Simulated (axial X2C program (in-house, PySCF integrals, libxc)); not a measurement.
**Spectroscopic constants of SeF⁻**

Calculated with an in-house all-electron X2C program for linear molecules (integrals from PySCF). Spin-free means the one-electron spin-free X2C Hamiltonian; two-component (2c) means X2C with spin–orbit coupling and atomic mean-field two-electron Coulomb and Gaunt terms, so the difference of the two also holds small scalar two-electron terms. Basis: Se dyall-acv3z [9s10p7d5f1g], F dyall-av3z [7s6p3d2f] (cores contracted in-house); Gaussian nuclei, density fitting, unrestricted open shells. Masses: Se 79.917 u, F 18.998 u.

Input:
```json
{"zs": [34, 9], "q": -1, "bas": ["dyall-acv3z", "dyall-av3z"], "levels": ["PBE0", "HF", "TPSS"], "cc": true, "r0": 1.8, "thr": -2.0, "nmax": 90, "npts": 10, "nst": 2, "ntry": 6}
```
```bash
python so2c.py task.json out
```

Keys: zs atomic numbers; q charge; bas basis sets; levels methods; cc coupled cluster on or off; r0 starting distance in Å; thr threshold in hartree for freezing inner shells (an s shell follows its p shell); nmax most natural virtual spinors; npts points on the curve; nst determinants followed; ntry starts of the search. HF also brings MP2.

State, spin-free: M_S = 0, Λ = 0 (closed shell); electrons by block: σα: 10, σβ: 10, π+α: 5, π+β: 5, π-α: 5, π-β: 5, δ+α: 1, δ+β: 1, δ-α: 1, δ-β: 1. Fragments: Se + F-.

State, 2c: Ω = 0 (closed shell); electrons by block: 1/2: 15, -1/2: 15, 3/2: 6, -3/2: 6, 5/2: 1, -5/2: 1. Fragments: Se + F-.

```csv
Hamiltonian,level,Re (Å),ωe (cm⁻¹),ωexe (cm⁻¹),De (eV),D0 (eV),k (mdyn/Å),μ (D)
spin-free,PBE0,1.842,556.6,3,2.47,2.43,2.8,-0.58
spin-free,HF,1.811,590.4,3.35,1.49,1.45,3.15,-0.79
spin-free,MP2,1.849,556.4,2.69,2.23,2.19,2.8,n/a
spin-free,CCSD,1.846,554.9,2.94,2.30,2.26,2.78,n/a
spin-free,CCSD(T),1.856,540.7,2.92,n/a,n/a,2.64,n/a
spin-free,TPSS,1.869,527.4,2.97,2.58,2.55,2.52,-0.54
2c,PBE0,1.844,551.8,3.12,2.42,2.39,2.75,-0.60
2c,HF,1.813,585.9,3.46,n/a,n/a,3.1,-0.81
2c,MP2,1.851,552.2,2.78,2.12,2.08,2.76,n/a
2c,CCSD,1.848,551.1,3.17,2.19,2.16,2.75,n/a
2c,CCSD(T),1.858,536.5,2.92,n/a,n/a,2.6,n/a
2c,TPSS,1.871,523.1,3.06,n/a,n/a,2.47,-0.56
```

Correlated methods: 14 electrons correlated (number of frozen shells: Se 3 s, 2 p, 1 d; F 1 s), 242 virtual spin orbitals or spinors in MP2, 90 natural virtuals in coupled cluster.

Dipoles are positive if F is the positive end and refer to the centre of mass.

The state is a single determinant with fixed occupations, the lowest that a limited PBE0 search found. Closed shells are restricted here (equal orbitals for both partners); the stretched side of such a curve lies too high. De is counted from the lowest determinant-based energies of the atoms at the same level, without counterpoise correction. De is not given where an atomic determinant may have missed its ground term or J level, or where the truncated virtual space spoils (T). CCSD and (T) use frozen natural virtuals with an MP2 correction for the truncation; (T) itself is uncorrected, so its De runs slightly low. The functionals have no current-density term, which raises determinants with orbital currents, atoms included. The highest occupied level of some functionals is positive through self-interaction error; at Hartree–Fock it is bound. Hartree–Fock gets electron affinities wrong, so its lowest charge split need not be the true one.

Rough cost a point (2c) on 1 thread(s) of a shared host, integrals apart: PBE0 0.5 s, HF 0.3 s, CCSD(T) 10 s, TPSS 0.7 s.

The whole task took 3.8 min on 1 thread of Arm Neoverse N1, with other jobs on the host.
